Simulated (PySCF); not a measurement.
Ta(F)4(NH2) (F4H2NTa), SMILES [F][Ta]([NH2])([F])([F])[F], multiplicity 1.

The structure is a stationary point at B3LYP-D3(BJ)/def2-SVP. The multiplicity is an assumed one; no other spin state was optimised. The structure was generated by enumeration; whether it is a known compound was not checked. The def2 effective core potentials stand for the cores of Ta; spin–orbit coupling is left out. Other conformers were not sampled.

Method: PySCF with PBE/def2-TZVP.

Isolated molecule, no solvent.

Computed frontier levels, gap, dipole moment and polarisability:
| Item | Result |
|---|---|
| highest occupied level | -7.47 eV |
| lowest empty level | -3.26 eV |
| orbital gap | 4.21 eV |
| dipole moment | 2.49 D |
| quadrupole, principal values (traceless, Buckingham form, about the centre of nuclear charge) | -6.21, -6.12, 12.32 D·Å |
| mean static polarisability | 48.2 bohr³ (7.15 Å³) |
| polarisability, principal values | 43.4, 48.3, 52.9 bohr³ |
